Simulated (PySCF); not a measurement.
## As: ionisation energy

As [Ar] 3d10 4s2 4p3 (4S) → As⁺ [Ar] 3d10 4s2 4p2 (3P), as a difference of total energies. Calculation: PySCF 2.14, in 6-31G*; the non-relativistic Hamiltonian (point nucleus). Correlated levels: valence: [Ar] 3d10 frozen. The calculations carry no spin-orbit coupling.

```json
{"method": "UHF", "ionisation energy (eV)": "9.460"}
{"method": "MP2 (valence)", "ionisation energy (eV)": "9.770"}
{"method": "SCS-MP2 (valence)", "ionisation energy (eV)": "9.657"}
{"method": "CCSD (valence)", "ionisation energy (eV)": "9.714"}
{"method": "CCSD(T) (valence)", "ionisation energy (eV)": "9.718"}
```

**Question.** Estimate what MN15 gives.

**Answer.** 10.009 eV, closest to MP2 (valence) among the rows shown.

**Question.** Estimate what PBE gives.

**Answer.** 9.932 eV, closest to MP2 (valence) among the rows shown.

These non-relativistic numbers lack the scalar-relativistic shift.

Errors of the correlated levels include the incompleteness of this basis and the frozen core.

For comparison: 10.008 eV (measured; NIST levels, between the centres of gravity of the two terms).
